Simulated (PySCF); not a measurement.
Compound: GaH₈NOSi.
Bonds: N1–Ga2, Ga2–O3, O3–Si4. Hydrogens: H5, H6, H7 on N1; H8, H9 on Ga2; H10, H11, H12 on Si4.

Level of theory: PBE0-D3(BJ)/def2-SVP geometry optimisation, gas phase in PySCF.

**Question.** Give the optimised bond lengths and angles.

**Answer.** 
```tsv
bond	length (pm)	order
N1–Ga2	211.9	single
Ga2–O3	183.3	single
O3–Si4	163.5	single
N1–H5, N1–H6, N1–H7	102.0	single
Ga2–H8, Ga2–H9	157.5	single
Si4–H10, Si4–H11, Si4–H12	150.1	single
```

Bonds in one row agree within 1 pm and their mean is given. Orders are formal, as drawn. A selection of angles:
```tsv
angle	degrees
Ga2–N1–H5	117.5
Ga2–N1–H6	108.0
H5–N1–H6	108.4
H5–N1–H7	108.5
N1–Ga2–O3	89.2
N1–Ga2–H8	102.5
N1–Ga2–H9	102.5
O3–Ga2–H8	114.6
O3–Ga2–H9	114.3
H8–Ga2–H9	124.6
Ga2–O3–Si4	142.8
O3–Si4–H10	109.7
O3–Si4–H11	112.6
O3–Si4–H12	112.5
H10–Si4–H11	107.4
```

Dihedral angles: N1–Ga2–O3–Si4 175° (antiperiplanar). The mirror-image conformer, all signs reversed, is as good.

The 4 heavy atoms lie in one plane (0.019 Å rms). Ga2 (gallium bonded to N, O and 2 H) has angles from 89.2° to 124.6°. N1 (nitrogen bonded to Ga and 3 H) is distorted tetrahedral (angles from 106.9° to 117.5°). O3 (oxygen bonded to Ga and Si) is bent (angle 142.8°). Si4 (oxygen-bound silicon) is tetrahedral (angles from 107.0° to 112.6°).

Point group: near Cs, missed by 0.20 Å at most; the miss may be what the optimiser left on a soft mode. Whether it is a minimum is left open (no frequencies). One conformer, not necessarily the lowest.
